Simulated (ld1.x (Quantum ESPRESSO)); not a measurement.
Reading a pseudo-wave (B)

Columns: radius, all-electron u(r) and pseudo u(r) of the 2p shell (level -8.09 eV) of boron in the configuration [He] 2s2 2p0.5; PBE, non-relativistic, TM scheme, ld1.x (Quantum ESPRESSO) 7.5.

```tsv
r (bohr)	all-electron	pseudo
0.190	0.0893	0.0258
0.380	0.2430	0.0993
0.570	0.3868	0.2096
0.760	0.5003	0.3402
0.950	0.5834	0.4721
1.140	0.6380	0.5872
1.330	0.6661	0.6720
1.520	0.6723	0.7196
1.710	0.6617	0.7307
1.900	0.6386	0.7115
2.090	0.6071	0.6711
2.280	0.5703	0.6192
2.470	0.5307	0.5635
2.660	0.4900	0.5093
2.850	0.4498	0.4594
3.040	0.4108	0.4146
3.230	0.3736	0.3747
3.420	0.3386	0.3388
3.610	0.3060	0.3060
3.800	0.2757	0.2757
3.990	0.2478	0.2478
4.180	0.2222	0.2222
4.370	0.1988	0.1988
4.560	0.1774	0.1774
4.750	0.1581	0.1581
4.940	0.1406	0.1406
```

(1) How many radial nodes do the two functions have?

(2) At about which radius was the pseudo-wave matched?

(3) Is the pseudo-wave norm-conserving?

Results:

(1) The all-electron 2p function has n − l − 1 = 0; the pseudo-wave has 0.

(2) 3.80 bohr. The columns agree to 0.0005 from 3.42 bohr on; several derivatives are matched, so the curves merge somewhat inside the radius.

(3) Yes: the TM scheme keeps the norm inside the radius equal to the all-electron one, which fixes the energy derivative of the logarithmic derivative at the level.
